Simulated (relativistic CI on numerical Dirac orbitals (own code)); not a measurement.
## Ta5+: L2,3 absorption edge

Computed with this model: Dirac-Coulomb-Breit CI, separate exchange-only KLI orbitals for each configuration, model QED, multiplet model of core-to-valence dipole absorption, unscaled Slater integrals; configurations [Xe] 4f14 → [He] 2s2 2p5 3s2 3p6 3d10 4s2 4p6 4d10 4f14 5s2 5p6 5d; 80 K; Lorentzian 7.5 eV and Gaussian 1 eV FWHM. Energies are those of the free ion, without screening or charge transfer. The branching ratio is the share of the lower-energy edge in the whole absorption, uncertain by about 0.02 where the edges overlap. S is read from ⟨S²⟩ = S(S + 1).

Field parameters in Wybourne normalisation: D4h B²₀ = −7Ds, B⁴₀ = 21(Dq − Dt), B⁴₄ = 21√(5/14) Dq. The field is a parameter set, without covalency.

Computed curve for free ion, scaled to 100 at the maximum (points under 2 are left out and the grid is thinned):

Energy (eV), Intensity and a bar:
```
   9858.5        2.0 
   9860.5        2.3 
   9863.0        2.9 
   9865.0        3.5 
   9867.5        4.5 #
   9869.5        5.7 #
   9871.5        7.4 ##
   9874.0       10.8 ###
   9876.0       15.4 ####
   9878.5       26.2 #######
   9880.5       43.2 #############
   9883.0       80.7 ########################
   9885.0      100.0 ##############################
   9887.0       77.1 #######################
   9889.5       40.8 ############
   9891.5       24.9 #######
   9894.0       14.8 ####
   9896.0       10.4 ###
   9898.0        7.7 ##
   9900.5        5.6 #
   9902.5        4.4 #
   9905.0        3.4 
   9907.0        2.8 
   9909.0        2.4 
  11124.0        2.1 
  11126.0        2.6 
  11128.5        3.8 #
  11130.5        5.2 #
  11132.5        7.6 ##
  11135.0       13.5 ####
  11137.0       22.7 ######
  11139.5       39.0 ###########
  11141.5       38.7 ###########
  11144.0       22.4 ######
  11146.0       13.3 ###
  11148.0        8.4 ##
  11150.5        5.2 #
  11152.5        3.7 #
  11155.0        2.6 
  11157.0        2.1
```

The ground state has S = 0.00, and the centroid lies at 10252.00 eV.
